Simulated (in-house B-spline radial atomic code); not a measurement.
Whole-atom quantities along the 2-electron series, configuration 1s2. Breit and QED terms are first order and not part of the total energy; the density at the nucleus is averaged over the nuclear charge. Computed with a radial B-spline atomic code at the basis-set limit: Dirac-Hartree-Fock, average of the configuration, finite nuclei.

| ion | Z | E/Z² (Eh) | Σ<r²> (bohr²) | n(0)/Z³ (bohr⁻³) | Lamb diamagnetic shielding (ppm) | repulsion over attraction | Breit energy (eV) | self-energy (eV) | vacuum polarisation (eV) | Dirac less non-relativistic energy (Eh) |
| --- | --- | --- | --- | --- | --- | --- | --- | --- | --- | --- |
| Ni26+ | 28 | -0.98813 | 0.0076871 | 0.80059 | 1003.81 | 0.011081 | 7.7825 | 10.751 | -0.95653 | -8.0806 |
| Cu27+ | 29 | -0.98967 | 0.0071459 | 0.81395 | 1041.7 | 0.010695 | 8.6647 | 12.119 | -1.1009 | -9.3229 |
| Zn28+ | 30 | -0.99118 | 0.0066587 | 0.82851 | 1079.78 | 0.010334 | 9.6122 | 13.604 | -1.2612 | -10.705 |
| Ga29+ | 31 | -0.99269 | 0.0062185 | 0.84336 | 1118.05 | 0.009997 | 10.627 | 15.212 | -1.4386 | -12.238 |
| Ge30+ | 32 | -0.99418 | 0.0058194 | 0.85868 | 1156.51 | 0.0096804 | 11.713 | 16.947 | -1.6345 | -13.931 |
| As31+ | 33 | -0.99567 | 0.0054564 | 0.87536 | 1195.18 | 0.0093829 | 12.871 | 18.817 | -1.8502 | -15.798 |
| Se32+ | 34 | ? | ? | ? | ? | ? | ? | ? | ? | ? |
| Br33+ | 35 | -0.99864 | 0.0048226 | 0.91051 | 1273.17 | 0.0088383 | 15.416 | 22.983 | -2.3464 | -20.097 |
| Kr34+ | 36 | -1.0001 | 0.0045449 | 0.92931 | 1312.52 | 0.0085884 | 16.808 | 25.29 | -2.6299 | -22.555 |
| Rb35+ | 37 | ? | ? | ? | ? | ? | ? | ? | ? | ? |
| Sr36+ | 38 | ? | ? | ? | ? | ? | ? | ? | ? | ? |
| Zr38+ | 40 | -1.0062 | 0.0036367 | 1.0132 | 1472.39 | 0.0077124 | 23.235 | 36.167 | -4.0382 | -34.757 |
| Nb39+ | 41 | -1.0077 | 0.0034505 | 1.0356 | 1513.04 | 0.0075197 | 25.071 | 39.331 | -4.4678 | -38.473 |

Q: Fill in the row of Se32+.

A: E/Z² (Eh): -0.99715; Σ<r²> (bohr²): 0.0051253; n(0)/Z³ (bohr⁻³): 0.89242; Lamb diamagnetic shielding (ppm): 1234.07; repulsion over attraction: 0.0091027; Breit energy (eV): 14.104; self-energy (eV): 20.827; vacuum polarisation (eV): -2.087; Dirac less non-relativistic energy (Eh): -17.849.

Q: Fill in the row of Rb35+.

A: E/Z² (Eh): -1.0016; Σ<r²> (bohr²): 0.0042898; n(0)/Z³ (bohr⁻³): 0.9491; Lamb diamagnetic shielding (ppm): 1352.1; repulsion over attraction: 0.0083519; Breit energy (eV): 18.283; self-energy (eV): 27.756; vacuum polarisation (eV): -2.9391; Dirac less non-relativistic energy (Eh): -25.235.

Q: Fill in the row of Sr36+.

A: E/Z² (Eh): -1.0031; Σ<r²> (bohr²): 0.0040546; n(0)/Z³ (bohr⁻³): 0.96963; Lamb diamagnetic shielding (ppm): 1391.93; repulsion over attraction: 0.0081277; Breit energy (eV): 19.844; self-energy (eV): 30.387; vacuum polarisation (eV): -3.2758; Dirac less non-relativistic energy (Eh): -28.153.

Q: With what power of Z does the column «Breit energy (eV)» change over this range?

A: A fit of the logarithm of its size against log Z from Z = 28 to 41 has slope 3.07.
